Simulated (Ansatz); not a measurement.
Ansatz (a program for electronic structure) input for C₂H₃BrClIn, SMILES C=[CH][In]([Cl])[Br], B3LYP-D3(BJ)/def2-SVP. 

Ansatz 0.2 input:
```yaml
crystal:
  periodic: [false, false, false]
  atoms:
    - {symbol: In, position_ang: [0.31729762, 0.08314626, -0.43646983]}
    - {symbol: Cl, position_ang: [1.40799367, 2.11729575, -0.63188931]}
    - {symbol: Br, position_ang: [-1.08627326, -0.15337648, 1.61507371]}
    - {symbol: C, position_ang: [0.30016333, -1.70555684, -1.76574119]}
    - {symbol: C, position_ang: [-0.44140409, -2.73757624, -1.42979970]}
    - {symbol: H, position_ang: [0.91254235, -1.66059364, -2.65584403]}
    - {symbol: H, position_ang: [-0.48581122, -3.63171024, -2.04018983]}
    - {symbol: H, position_ang: [-1.04319817, -2.74891521, -0.52916066]}
basis:
  gaussian:
    orbitals: def2-SVP
hamiltonian:
  xc: b3lyp
  dispersion: d3bj
relax: {f_tol: 0.002, max_steps: 200}
```

Log of the run:

```
Functional definition: B3LYP
integrals: 0.08 GiB planned
1356 factors; integrals over basis functions are off by at most 2.8e-4 eV
mean field: 0.76 GiB planned
mean field evaluation 1: about -89849.7179 eV, gradient 4.9e1 eV
mean field evaluation 2: about -89830.3678 eV, gradient 8.9e1 eV
mean field evaluation 4: about -89856.4659 eV, gradient 6.8e0 eV
mean field evaluation 8: about -89856.6069 eV, gradient 2.7e-1 eV
mean field evaluation 16: about -89856.6071 eV, gradient 4.9e-5 eV
mean field -89856.60713343 eV, -3302.1694051578 hartree, gradient 4.9e-5 eV, S^2 0.000000; 0 other end points of the search recorded, 0 dependent functions left out
the calculation of the forces begins
reference -89856.60740849 eV, -3302.1694152659 hartree; 44, 44 occupied and 75, 75 virtual orbitals, 1356 factors
relax step   1: F+E_penalty+E_count = -89857.01085722 eV  Δ(F+E_penalty+E_count) = +0.000e0 eV  max|allowed force component| = 1.857e0 eV/Å  Δτ_max = 0.0000 Å  (27 SCF iters, accepted)
these checks for a lower state are left out or cut short: starts, cluster_reference, orbital_swaps, neighbouring_geometries, increment
integrals: 0.08 GiB planned
1356 factors; integrals over basis functions are off by at most 3.0e-4 eV
mean field: 0.77 GiB planned
mean field -89856.67980691 eV, -3302.1720758589 hartree, gradient 1.0e-5 eV, S^2 0.000000; 0 other end points of the search recorded, 0 dependent functions left out
the calculation of the forces begins
reference -89856.68008207 eV, -3302.1720859708 hartree; 44, 44 occupied and 75, 75 virtual orbitals, 1356 factors
relax step   2: F+E_penalty+E_count = -89857.08669563 eV  Δ(F+E_penalty+E_count) = -7.584e-2 eV  max|allowed force component| = 3.412e-1 eV/Å  Δτ_max = 0.0829 Å  (30 SCF iters, accepted)
these checks for a lower state are left out or cut short: starts, cluster_reference, orbital_swaps, neighbouring_geometries, increment
integrals: 0.08 GiB planned
1356 factors; integrals over basis functions are off by at most 3.0e-4 eV
mean field: 0.76 GiB planned
mean field -89856.69369673 eV, -3302.1725863001 hartree, gradient 1.3e-5 eV, S^2 0.000000; 0 other end points of the search recorded, 0 dependent functions left out
the calculation of the forces begins
reference -89856.69397262 eV, -3302.1725964391 hartree; 44, 44 occupied and 75, 75 virtual orbitals, 1356 factors
relax step   3: F+E_penalty+E_count = -89857.09813276 eV  Δ(F+E_penalty+E_count) = -1.144e-2 eV  max|allowed force component| = 1.070e-1 eV/Å  Δτ_max = 0.0477 Å  (30 SCF iters, accepted)
these checks for a lower state are left out or cut short: starts, cluster_reference, orbital_swaps, neighbouring_geometries, increment
integrals: 0.08 GiB planned
1356 factors; integrals over basis functions are off by at most 3.1e-4 eV
mean field: 0.76 GiB planned
mean field evaluation 32: about -89856.6706 eV, gradient 1.4e-2 eV
mean field -89856.69292620 eV, -3302.1725579837 hartree, gradient 1.4e-5 eV, S^2 0.000000; 0 other end points of the search recorded, 0 dependent functions left out
the calculation of the forces begins
reference -89856.69320273 eV, -3302.1725681461 hartree; 44, 44 occupied and 75, 75 virtual orbitals, 1356 factors
relax step   4: F+E_penalty+E_count = -89857.09538914 eV  Δ(F+E_penalty+E_count) = +2.744e-3 eV  max|allowed force component| = 2.041e-1 eV/Å  Δτ_max = 0.0427 Å  (29 SCF iters, rejected (line search))
these checks for a lower state are left out or cut short: starts, cluster_reference, orbital_swaps, neighbouring_geometries, increment
integrals: 0.08 GiB planned
1356 factors; integrals over basis functions are off by at most 3.1e-4 eV
mean field: 0.76 GiB planned
mean field -89856.69693310 eV, -3302.1727052349 hartree, gradient 1.3e-5 eV, S^2 0.000000; 0 other end points of the search recorded, 0 dependent functions left out
the calculation of the forces begins
reference -89856.69720920 eV, -3302.1727153813 hartree; 44, 44 occupied and 75, 75 virtual orbitals, 1356 factors
relax step   5: F+E_penalty+E_count = -89857.10034970 eV  Δ(F+E_penalty+E_count) = -2.217e-3 eV  max|allowed force component| = 5.568e-2 eV/Å  Δτ_max = 0.0208 Å  (30 SCF iters, accepted)
these checks for a lower state are left out or cut short: starts, cluster_reference, orbital_swaps, neighbouring_geometries, increment
integrals: 0.08 GiB planned
1356 factors; integrals over basis functions are off by at most 3.1e-4 eV
mean field: 0.76 GiB planned
mean field -89856.69970661 eV, -3302.1728071591 hartree, gradient 1.4e-5 eV, S^2 0.000000; 0 other end points of the search recorded, 0 dependent functions left out
the calculation of the forces begins
reference -89856.69998334 eV, -3302.1728173289 hartree; 44, 44 occupied and 75, 75 virtual orbitals, 1356 factors
relax step   6: F+E_penalty+E_count = -89857.10141453 eV  Δ(F+E_penalty+E_count) = -1.065e-3 eV  max|allowed force component| = 3.351e-2 eV/Å  Δτ_max = 0.0498 Å  (30 SCF iters, accepted)
these checks for a lower state are left out or cut short: starts, cluster_reference, orbital_swaps, neighbouring_geometries, increment
integrals: 0.08 GiB planned
1356 factors; integrals over basis functions are off by at most 3.1e-4 eV
mean field: 0.76 GiB planned
mean field -89856.70092296 eV, -3302.1728518592 hartree, gradient 1.4e-5 eV, S^2 0.000000; 0 other end points of the search recorded, 0 dependent functions left out
the calculation of the forces begins
reference -89856.70119987 eV, -3302.1728620357 hartree; 44, 44 occupied and 75, 75 virtual orbitals, 1356 factors
relax step   7: F+E_penalty+E_count = -89857.10157777 eV  Δ(F+E_penalty+E_count) = -1.632e-4 eV  max|allowed force component| = 4.186e-2 eV/Å  Δτ_max = 0.0357 Å  (30 SCF iters, accepted)
these checks for a lower state are left out or cut short: starts, cluster_reference, orbital_swaps, neighbouring_geometries, increment
integrals: 0.08 GiB planned
1356 factors; integrals over basis functions are off by at most 3.1e-4 eV
mean field: 0.76 GiB planned
mean field evaluation 64: about -89856.7010 eV, gradient 8.1e-6 eV
mean field -89856.70101884 eV, -3302.1728553827 hartree, gradient 8.1e-6 eV, S^2 0.000000; 0 other end points of the search recorded, 0 dependent functions left out
the calculation of the forces begins
reference -89856.70129580 eV, -3302.1728655611 hartree; 44, 44 occupied and 75, 75 virtual orbitals, 1356 factors
relax step   8: F+E_penalty+E_count = -89857.10182644 eV  Δ(F+E_penalty+E_count) = -2.487e-4 eV  max|allowed force component| = 1.820e-2 eV/Å  Δτ_max = 0.0125 Å  (25 SCF iters, accepted)
these checks for a lower state are left out or cut short: starts, cluster_reference, orbital_swaps, neighbouring_geometries, increment
integrals: 0.08 GiB planned
1356 factors; integrals over basis functions are off by at most 3.1e-4 eV
mean field: 0.76 GiB planned
mean field -89856.70104099 eV, -3302.1728561968 hartree, gradient 3.3e-5 eV, S^2 0.000000; 0 other end points of the search recorded, 0 dependent functions left out
the calculation of the forces begins
reference -89856.70131796 eV, -3302.1728663755 hartree; 44, 44 occupied and 75, 75 virtual orbitals, 1356 factors
relax step   9: F+E_penalty+E_count = -89857.10184109 eV  Δ(F+E_penalty+E_count) = -1.465e-5 eV  max|allowed force component| = 6.784e-3 eV/Å  Δτ_max = 0.0021 Å  (21 SCF iters, accepted)
these checks for a lower state are left out or cut short: starts, cluster_reference, orbital_swaps, neighbouring_geometries, increment
integrals: 0.08 GiB planned
1356 factors; integrals over basis functions are off by at most 3.1e-4 eV
mean field: 0.76 GiB planned
mean field -89856.70107845 eV, -3302.1728575735 hartree, gradient 3.7e-5 eV, S^2 0.000000; 0 other end points of the search recorded, 0 dependent functions left out
the calculation of the forces begins
reference -89856.70135543 eV, -3302.1728677525 hartree; 44, 44 occupied and 75, 75 virtual orbitals, 1356 factors
relax step  10: F+E_penalty+E_count = -89857.10184586 eV  Δ(F+E_penalty+E_count) = -4.770e-6 eV  max|allowed force component| = 6.456e-4 eV/Å  Δτ_max = 0.0019 Å  (21 SCF iters, accepted)
integrals: 0.08 GiB planned
1356 factors; integrals over basis functions are off by at most 3.1e-4 eV
mean field: 0.76 GiB planned
mean field -89856.70107845 eV, -3302.1728575735 hartree, gradient 3.7e-5 eV, S^2 0.000000; 1 other end points of the search recorded, 0 dependent functions left out
the calculation of the forces begins
reference -89856.70135543 eV, -3302.1728677525 hartree; 44, 44 occupied and 75, 75 virtual orbitals, 1356 factors
Total energy: -89857.10212284 eV, -3302.1875956832 hartree
Atom 0 at     0.266610     0.025876    -0.403988 Å, force    -0.000119     0.000013    -0.000050 eV/Å
Atom 1 at     1.448926     2.043694    -0.712220 Å, force     0.000335     0.000199     0.000016 eV/Å
Atom 2 at    -1.109289    -0.059329     1.685584 Å, force    -0.000232     0.000033     0.000165 eV/Å
Atom 3 at     0.288594    -1.654194    -1.724819 Å, force    -0.000404    -0.000646    -0.000177 eV/Å
Atom 4 at    -0.430212    -2.745784    -1.440169 Å, force    -0.000095    -0.000007     0.000113 eV/Å
Atom 5 at     0.897220    -1.601872    -2.634074 Å, force     0.000087     0.000126    -0.000172 eV/Å
Atom 6 at    -0.432587    -3.618861    -2.105501 Å, force     0.000202     0.000373     0.000026 eV/Å
Atom 7 at    -1.047953    -2.826816    -0.538835 Å, force     0.000225    -0.000092     0.000080 eV/Å
Dipole moment:    -0.013289    -0.590420    -0.431148 e Å
```

Self-consistency was reached.

Cost: very roughly 110 core-seconds.
